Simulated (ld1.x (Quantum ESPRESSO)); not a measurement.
# Transferability test, PAW potential for Ag (Z = 47)

silver (Ag), PAW, made with ld1.x (Quantum ESPRESSO) 7.5 (PBEsol, scalar-relativistic). Core [Ar] 3d10, reference 4s2 4p6 4d9 5s2 5p0. Waves: 4s (bound): rcut 1.60, rcutus 1.75 bohr; 5s (bound): rcut 1.60, rcutus 1.75 bohr; 4p (bound): rcut 1.35, rcutus 1.70 bohr; 5p (bound, empty): rcut 1.35, rcutus 1.70 bohr; 4d (bound): rcut 1.80, rcutus 2.00 bohr; 4d channel at 2.52 Ry: rcut 1.80, rcutus 2.00 bohr. Local part: all-electron potential smoothed inside 1.70 bohr (lloc = -2). Core correction: a·sin(br)/r model core, default radius (ld1.x builds one for every PAW set, though the input has nlcc=.false.). Augmentation charge: BESSEL, radius 1.55 bohr.

Energies are relative to the spin-unpolarised reference configuration 4s2 4p6 4d9 5s2 5p0; without spin polarisation the order of configurations can differ from experiment.

```json
{"valence configuration": "4s2 4p6 4d10 5s1 5p0", "charge": "0", "ΔE all-electron (eV)": "-4.051", "error AE − PS (meV)": "+1.8"}
{"valence configuration": "4s2 4p6 4d10 5s0.5 5p0", "charge": "+0.5", "ΔE all-electron (eV)": "-1.031", "error AE − PS (meV)": "+1.8"}
{"valence configuration": "4s2 4p6 4d7 5s0 5p0", "charge": "+4", "ΔE all-electron (eV)": "113.684", "error AE − PS (meV)": "+2.4"}
{"valence configuration": "4s2 4p6 4d9 5s1 5p0", "charge": "+1", "ΔE all-electron (eV)": "9.114", "error AE − PS (meV)": "-0.7"}
{"valence configuration": "4s2 4p6 4d10 5s0 5p1", "charge": "0", "ΔE all-electron (eV)": "-0.121", "error AE − PS (meV)": "+3.3"}
```

**Question.** What are ΔE and the potential's error for 4s2 4p6 4d9 5s0 5p0?

**Answer.** ΔE = 25.808 eV all-electron; the error (AE − PS) is -4.8 meV.

**Question.** What are ΔE and the potential's error for 4s2 4p6 4d10 5s0 5p0?

**Answer.** ΔE = 3.695 eV all-electron; the error (AE − PS) is +0.2 meV.

Levels in the configuration 4s2 4p6 4d10 5s0 5p0:

```
level  all-electron (eV)  pseudo (eV)
   4s           -103.183     -103.162
   4p            -66.763      -66.756
   4d            -15.642      -15.649
```
